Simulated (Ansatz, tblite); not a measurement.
Isomers of Si₇O₆⁺ (doublet), found by a short tight-binding search and relaxed with r2SCAN-D4/def2-SVP in Ansatz.

The xTB rows come from tblite.

Other spin states weren't relaxed.

A:

Cartesian coordinates in Å:
```
Si 2.359 -0.325 0.221
Si 1.085 -0.885 -2.762
Si -1.380 0.241 -0.594
Si 0.935 2.523 -0.156
Si 0.201 -1.501 1.640
Si -1.047 -1.742 -1.741
Si -2.224 0.505 2.302
O 1.993 -0.674 -1.418
O -0.481 -1.222 -0.015
O -2.469 0.531 0.607
O -0.327 1.500 -0.672
O 2.034 1.300 0.272
O -0.679 -0.251 2.318
```

B:

```xyz
13

Si    0.2632   -2.2126    2.8247
Si   -2.7005   -0.7359    2.2410
Si   -1.2427    0.4548   -0.3499
Si    0.6049    2.1532   -0.2398
Si    1.2826    1.6053   -3.2566
Si    0.9866   -0.7025    0.1895
Si   -0.1484   -1.1016   -1.8846
O    -1.1685   -1.4146    2.4140
O     1.0887    2.4584   -1.7953
O    -2.3702    0.1794    0.8026
O     1.5995    0.8211    0.2852
O     0.5906    0.1454   -2.7209
O     1.2142   -1.6502    1.4901
```

Q: Estimate which lies lowest at each level, and how far above it the others are (kcal/mol).

A: 
| level | A | B |
| --- | --- | --- |
| GFN1-xTB | 26.5 | 0.0 |
| GFN2-xTB | 0.0 | 6.0 |
| PBE-D4/def2-SVP | 0.0 | 0.1 |
| r2SCAN-D4/def2-SVP | 1.6 | 0.0 |
| PBE0-D4/def2-SVP | 0.0 | 1.9 |
Point groups (tolerance 0.1 Å): A not assigned, B not assigned. Lower isomers may exist.
